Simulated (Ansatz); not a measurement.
Coupled-cluster diagnostics for the cluster Mg₂S₂⁻ (the lowest doublet isomer of a short search), Ansatz.

Geometry of the doublet (PBE-D4/def2-TZVPD):

```xyz
4

Mg    0.485   -0.445   -1.223
Mg   -0.485    0.445    1.223
S    -1.776   -0.013   -0.700
S     1.776    0.013    0.700
```

Correlated methods freeze 12 core orbitals; core or outer-core shells of Mg are correlated, in sets that lack core-valence functions. In CCSD on the charge -1 quartet the largest single amplitude is 0.20, so its Hartree–Fock determinant may place the open shell otherwise than the density functionals do. The structure comes from a short search, and lower isomers may exist.

Geometry of the charge -1 quartet (PBE-D4/def2-TZVPD):

```xyz
4

Mg    0.382   -1.489   -0.650
Mg   -0.762    1.033    1.067
S     1.461    0.107    0.816
S    -1.082    0.349   -1.234
```

Problem. Estimate the CCSD(T) correlation energy, the shares of MP2 and (T), T1 and the reference's ⟨S²⟩ for: charge -1, doublet, own geometry in def2-SVPD; charge -1, quartet, own geometry in def2-SVPD; and the rough time on 4 threads of Intel Xeon Platinum 8488C on a shared host.

Solution. 
```json
{"state": "charge -1, doublet, own geometry", "basis": "def2-SVPD", "correlation (eV)": "-10.759", "MP2 share (%)": "89.1", "(T) share (%)": "4.8", "T1": "0.024", "⟨S²⟩ (pure)": "0.82 (0.75)", "wall time": "15 s"}
{"state": "charge -1, quartet, own geometry", "basis": "def2-SVPD", "correlation (eV)": "-10.075", "MP2 share (%)": "86.4", "(T) share (%)": "4.7", "T1": "0.034", "⟨S²⟩ (pure)": "3.78 (3.75)", "wall time": "10 s"}
```
Customary marks for T1 are 0.02 (closed shells), 0.045 (open shells) and about 0.05 (3d metals). T1 exceeds 0.02 in 2 of 2 rows and 0.045 in 0; the higher it lies, the less the single-reference result can be trusted.
